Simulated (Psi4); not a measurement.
H₂F₂Se₂Si (SMILES F[Si](F)([SeH])[SeH]), singlet, geometry from GFN2-xTB.

Here is a job for Psi4.
```
memory 2 GB

molecule mol {
0 1
F    -1.499362    0.668674   -1.224043
Si   -0.608905    0.131392   -0.016590
F    -1.703146    0.022378    1.136787
Se    0.142976   -1.886157   -0.696419
Se    0.871065    1.667342    0.724048
H     1.047091   -2.059683    0.413551
H     1.822763    1.440413   -0.335359
}

set {
  basis cc-pv(d+d)z
  reference rks
}

energy('cam-b3lyp')
print_variables()
```

Problem. What does this run give for the total energy, dipole moment, number of basis functions?

Solution. 
```
Quantity                          Result
-------------------------  -------------
total energy               -5293.5872 Eh
dipole moment                     2.55 D
number of basis functions            115
```
